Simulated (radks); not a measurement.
Charge is removed step by step from the 3s level of the molybdenum ion Mo18+, starting from [Ar] 3d6. Method: scalar-relativistic Kohn-Sham, PBE, spin-unpolarised, spherical densities, finite nucleus; Fermi nuclear charge, rms radius 4.4091 fm; computed with a radial shooting solver on a logarithmic mesh with Libxc functionals.

removed (e),E - E(0) (eV),eigenvalue (eV),E minus straight line (eV)
0,0.000,-984.81,0.000
0.125,123.49,-991.51,-2.945
0.25,247.81,-998.22,-5.051
0.375,372.98,-1004.9,-6.317
0.5,498.99,-1011.7,-6.742
0.625,625.84,-1018.4,-6.324
0.75,753.54,-1025.2,-5.062
0.875,882.08,-1032.0,-2.954
1,1011.5,-1038.7,0.000

Removing the whole electron costs 1011.5 eV by Delta-SCF, against 984.81 eV from minus the eigenvalue at the starting occupation. Slater's transition state (half an electron removed) gives 1011.7 eV. Integrating minus the eigenvalue over the occupation (Janak's theorem) gives 1011.7 eV. In this scalar-relativistic scheme the density is built from large components alone, so the theorem holds only approximately. The mean slope of the eigenvalue, de/dn, is 53.9 eV per electron.
